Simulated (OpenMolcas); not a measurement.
## Ionisation energies of niobium

- Program: OpenMolcas 26.06
- Basis: ANO-RCC [10s9p8d5f4g2h]
- Scalar Hamiltonian: DKH2, point nucleus
- Spin-orbit coupling: state interaction with AMFI integrals over the reference wave functions, term energies averaged over their components

Active shells in each charge state: the valence d shell, with orbitals averaged over the low states. Where CASPT2's correlated closed shells are named, they are those of the first ion.

A. CASSCF
B. SS-CASPT2, IPEA 0.25 Eh, imaginary shift 0.1 Eh (closed shells correlated: 4s 4p)
C. SS-CASPT2, IPEA 0 Eh, imaginary shift 0.1 Eh (closed shells correlated: 4s 4p)
D. SS-CASPT2, IPEA 0.25 Eh, imaginary shift 0.1 Eh (closed shells correlated: none)
E. SS-CASPT2, IPEA 0.25 Eh, imaginary shift 0.1 Eh (closed shells correlated: 3d 4s 4p)

Energies in eV between the lowest computed levels, named as in B; reference values from the NIST Atomic Spectra Database with their kind.

```csv
From,To,A,B,C,D,E,Spin-orbit share in B,Reference
Nb2+ 4d³ ⁴F_3/2,Nb3+ 4d² ³F₂,24.196,25.163,25.278,24.570,25.124,-0.038,25.040 (semi-empirical)
Nb3+ 4d² ³F₂,Nb4+ 4d ²D_3/2,36.754,37.665,37.745,36.910,37.624,+0.039,37.611 (measured)
Nb4+ 4d ²D_3/2,Nb5+ 4p⁶ ¹S₀,49.520,50.447,50.523,49.520,50.410,+0.136,50.573 (measured)
```

Error against the reference values, in %:

```tsv
From	Reference	A	B	C	D	E
Nb2+	semi-empirical	-3.4	+0.5	+1.0	-1.9	+0.3
Nb3+	measured	-2.3	+0.1	+0.4	-1.9	0
Nb4+	measured	-2.1	-0.2	-0.1	-2.1	-0.3
```

Mean absolute error over the 2 measured values: A 0.96 eV, B 0.09 eV, C 0.09 eV, D 0.88 eV, E 0.09 eV.

The lowest level within the active space need not be the ion's true ground level.
